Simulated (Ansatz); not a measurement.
**Relative stability**

The two ends of one reaction step of AlBH₄OF₂, closed shell (PBE0-D4/def2-TZVP).

A:

```
atom    x (Å)    y (Å)    z (Å)
 Al1  -1.2657  -0.2530  -0.1691
  O2   0.4340  -0.9250   0.1392
  H3  -1.6316  -0.2845  -1.7014
  H4  -2.2309  -0.4313   1.0586
  B5   0.9139   0.5194   0.2795
  H6  -0.2537   1.1670   0.1433
  F7   1.7191   0.8517  -0.7570
  F8   1.3727   0.7761   1.5169
  H9   0.9424  -1.4205  -0.5100
```

B:

```json
{"atom": "Al1", "x (Å)": "-1.5712", "y (Å)": "0.0141", "z (Å)": "-0.1486"}
{"atom": "O2", "x (Å)": "0.4862", "y (Å)": "-0.2489", "z (Å)": "-0.3053"}
{"atom": "H3", "x (Å)": "-1.8062", "y (Å)": "-0.8756", "z (Å)": "-1.4594"}
{"atom": "H4", "x (Å)": "-1.8184", "y (Å)": "-0.6563", "z (Å)": "1.2739"}
{"atom": "B5", "x (Å)": "1.5553", "y (Å)": "0.1863", "z (Å)": "0.4347"}
{"atom": "H6", "x (Å)": "-1.6492", "y (Å)": "1.5980", "z (Å)": "-0.2865"}
{"atom": "F7", "x (Å)": "2.7739", "y (Å)": "-0.1521", "z (Å)": "0.0813"}
{"atom": "F8", "x (Å)": "1.3316", "y (Å)": "0.9319", "z (Å)": "1.4793"}
{"atom": "H9", "x (Å)": "0.6982", "y (Å)": "-0.7975", "z (Å)": "-1.0693"}
```

Ansatz 0.2.0; basis: def2-TZVPP; cores frozen in the correlated methods. B3LYP uses VWN-RPA correlation.

(1) Which structure is lower at CCSD(T), and by how much? (An estimate is asked for; the value comes from the calculation.)

T1 diagnostic: at most 0.012.

Results:

(1) Computed: A, by 0.372 eV (electronic energy, against the other). By their contacts, A is AlBH₄OF₂ ([F][B]12([F])[H][AlH2]1[OH]2) and B is AlBH₄OF₂ ([F][B]([F])[OH][AlH3]).

All methods give the same order:

| method | E(B) − E(A) (eV) |
| --- | --- |
| SPW92 | 0.587 |
| PBE-D4 | 0.430 |
| BLYP-D4 | 0.285 |
| r2SCAN-D4 | 0.430 |
| B97M-V | 0.222 |
| PBE0-D4 | 0.416 |
| B3LYP-D4 | 0.296 |
| r2SCAN0-D4 | 0.413 |
| BHLYP-D4 | 0.271 |
| CAM-B3LYP-D4 | 0.318 |
| wB97X-V | 0.370 |
| wB97M-V | 0.354 |
| B2PLYP | 0.324 |
| PBE-QIDH | 0.421 |
| RPA on PBE | 0.368 |
| HF | 0.015 |
| MP2 | 0.410 |
| CCSD | 0.335 |
| CCSD(T) | 0.372 |

Labels in which every atom is bracketed show which atoms are joined, not bond orders.

For scale, one of the runs: CCSD(T)/def2-TZVPP, 222 basis functions, launched by `ansatz run in.yaml --threads 4 --pin off --events-out ev --progress --plain --max-ram 9574MiB`. The run took 54 s on 4 CPU threads of an Intel Xeon Platinum 8375C (shared host), with 3.7 GiB of host memory at its peak.
